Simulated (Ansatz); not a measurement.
cis-OsCl2(PF3)4 (P₄OsCl₂F₁₂). The state is a singlet with charge 0. Geometry PBE-D4/def2-SVP, basis def2-TZVP, Ansatz.

```xyz
19

Cl    0.453    0.269   -2.744
Cl   -0.648    2.668   -0.543
F     0.293    1.760    2.602
F    -0.372   -0.556    2.846
F    -2.005    1.101    2.172
F     1.719   -2.183    0.913
F     0.991   -2.728   -1.333
F    -0.593   -2.815    0.496
F     2.829    1.311    1.206
F     2.579    2.327   -0.986
F     3.265    0.000   -0.792
F    -3.338   -0.328    0.003
F    -2.335   -1.567   -1.831
F    -2.841    0.800   -2.089
Os   -0.018    0.305   -0.345
P    -0.522    0.650    1.800
P     0.526   -1.835   -0.100
P     2.173    1.006   -0.216
P    -2.155   -0.184   -1.059
```

| run | HOMO (eV) | LUMO (eV) |
| --- | --- | --- |
| A | -8.02 | -2.43 |
| B | -9.36 | -1.35 |
| C | -6.99 | -3.13 |
| D | -6.68 | -3.28 |

In the def2 sets Os takes a core potential; there is no spin–orbit coupling. Single mean-field runs in def2-TZVP are fitted with def2-universal-jkfit.

The runs used CAM-B3LYP, PBE, PBE0, r2SCAN. Estimate which is which.

A PBE0 (25 % exact exchange); B CAM-B3LYP (range-separated); C r2SCAN (0 % exact exchange); D PBE (0 % exact exchange). Exact exchange lowers occupied and raises empty levels; among semilocal functionals meta-GGAs tend to open the gap a little, and such runs are hard to tell apart. The gap grows from 3.40 eV (PBE) to 8.01 eV (CAM-B3LYP).
